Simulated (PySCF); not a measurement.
C5H10SSi.
SMILES with atom numbers: `[SiH3:1][S:2][C@:3]12[CH2:4][C@H:5]([CH2:6]1)[CH2:7]2`

Cartesian coordinates in Å at the GFN2-xTB level; atoms count from 1:
```
atom  x, y, z in Å
Si1    2.790   -0.132    0.280
S2     1.400    1.353   -0.387
C3    -0.159    0.494   -0.124
C4    -1.548    1.076   -0.430
C5    -1.787   -0.339    0.124
C6    -0.738   -0.027    1.203
C7    -0.635   -0.818   -0.774
H8     4.074    0.516    0.089
H9     2.512   -0.435    1.679
H10    2.630   -1.324   -0.545
H11   -1.869    1.912    0.186
H12   -1.782    1.246   -1.477
H13   -2.743   -0.828    0.269
H14   -1.000    0.720    1.948
H15   -0.232   -0.876    1.658
H16   -0.120   -1.728   -0.471
H17   -0.801   -0.798   -1.848
```

NICS is the negative of the GIAO shielding at a point without a nucleus: at the ring centre (0) and 1 Å above and below it (1); zz is the component along the ring normal. Level: GIAO PBE0/pcSseg-1 (PySCF, non-relativistic, gas phase) on the GFN2-xTB geometry, one conformer.

Ring bond lengths (Å), with Mayer bond orders in brackets: C3–C4 1.536 (0.93), C4–C5 1.537 (0.94), C5–C6 1.537 (0.93), C6–C3 1.539 (0.90); C3–C4 1.536 (0.93), C4–C5 1.537 (0.94), C5–C7 1.537 (0.93), C7–C3 1.539 (0.90).

Question: What do the NICS probes read (ppm)?

Answer: 
```tsv
ring	type	NICS(0)	NICS(1), two faces	NICS(1)zz, two faces	rms pucker (Å)	centre to ring atoms, mean (Å)
C3–C4–C5–C6	4-membered carbocycle; formal bonds all single	-13.8	-4.1 / -31.6	-3.4 / -23.0	0.31	1.04
C3–C4–C5–C7	4-membered carbocycle; formal bonds all single	-13.8	-4.1 / -31.6	-3.4 / -23.0	0.31	1.04
```

Question: What do they say, and how far can they be read as aromaticity?

Answer: 
- C3–C4–C5–C6: mean NICS(1)zz -13.2 ppm, shielded. C3, C4, C5, C6 have four or more neighbours, and the NICS criterion for π rings isn't applied. The two faces differ by 19.6 ppm, so no symmetry operation interchanges them.
- C3–C4–C5–C7: mean NICS(1)zz -13.2 ppm, shielded. C3, C4, C5, C7 have four or more neighbours, so the value isn't read as a sign of a π ring current. The two faces differ by 19.6 ppm, so no symmetry operation interchanges them.

Question: At the first NICS(1) probe listed for ring C3–C4–C5–C7, 1 Å off the ring, what do the in-plane components average?

Answer: The isotropic value is a third of the trace: (3 × -4.1 − (-3.4))/2 = -4.4 ppm.

Question: How shielded are the nuclei of the rings and their hydrogens (means over atoms taken as equivalent)?

Answer: 
```tsv
atoms	environment	σ isotropic (ppm)
C3	sp3 carbon bound to sulfur	143.1
C4 (×3)	four-membered-ring carbon	131.6
C5	sp3 carbon at a ring junction	159.1
H11 (×6)	methylene hydrogen	29.86
H13	methine hydrogen	29.13
```
